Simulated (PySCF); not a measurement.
Species: C5H5O3S (charge -1).
Atom-mapped SMILES: `[CH:1]#[C:2][C:3]1([S:4](=[O:5])(=[O:6])[O-:7])[CH2:8][CH2:9]1` (hydrogens: H10 on C1; H11, H12 on C8; H13, H14 on C9)

The geometry is computed with GFN2-xTB (gas phase).

Give the optimised bond lengths and angles.

| bond | length (bohr) |
| --- | --- |
| C1≡C2 | 2.270 |
| C2–C3 | 2.655 |
| C3–S4 | 3.489 |
| S4=O5, S4=O6 | 2.754 |
| S4–O7 | 2.763 |
| C3–C8, C3–C9 | 2.823 |
| C8–C9 | 2.828 |
| C1–H10 | 1.982 |
| C8–H11, C9–H14 | 2.048 |
| C8–H12, C9–H13 | 2.040 |

Bonds in one row agree within 0.02 bohr and their mean is given. A selection of angles:
| angle | degrees |
| --- | --- |
| C2–C1–H10 | 177.5 |
| C1–C2–C3 | 178.9 |
| C2–C3–S4 | 113.6 |
| C2–C3–C8 | 123.7 |
| S4–C3–C8 | 112.7 |
| C8–C3–C9 | 60.1 |
| C3–S4–O5 | 104.8 |
| C3–S4–O7 | 103.8 |
| O5–S4–O6 | 114.4 |
| O5–S4–O7 | 113.8 |
| C3–C8–C9 | 59.9 |
| C3–C8–H11 | 119.2 |
| C3–C8–H12 | 114.9 |
| C9–C8–H11 | 118.9 |
| C9–C8–H12 | 117.3 |
| H11–C8–H12 | 115.4 |

Torsions: C2–C3–S4–O5 60° (synclinal); C2–C3–C8–C9 113° (anticlinal); C2–C3–C9–C8 -113° (anticlinal).

Of the pairs four or more bonds apart, O7···H13 is among the closest relative to their van der Waals radii: 2.42 Å, 89 % of the sum of Bondi's values. The 3-membered ring C3–C8–C9 has internal angles of 59.9° to 60.1°. S4 (sulfonyl sulfur) is distorted tetrahedral (angles from 103.8° to 114.4°). The 5 C–C bonds span 1.201 Å (C1≡C2, drawn triple) to 1.497 Å (C8–C9, drawn single), a spread of 0.296 Å.

Point group: Cs (every atom within 0.08 Å of its image). Stationary, but not proved a minimum.

One conformer stands for the species.
